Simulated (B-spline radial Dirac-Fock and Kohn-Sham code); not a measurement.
These are calculated numbers from a radial finite-basis atomic code; the model is multi-electron Dirac-Fock with separately optimised hole states, Breit and Lamb-shift corrections added in first order. Free neutral atoms up to Cf, the lines Kα1, Kβ1, Lα1, Lβ1, Lβ2, Lγ1, Lℓ and Mα1 where both subshells are closed (so no Lα of most 3d metals and no Mα of most lanthanides); Na, Y were not searched.

Q: Kr Lα1 is computed at 1587.2 eV. Which of the searched lines of other elements lie within 50 eV and could overlap it in an energy-dispersive spectrum?

A: Lu Mα1 at 1584.5 eV (-3); Sr Lℓ at 1579.7 eV (-7).
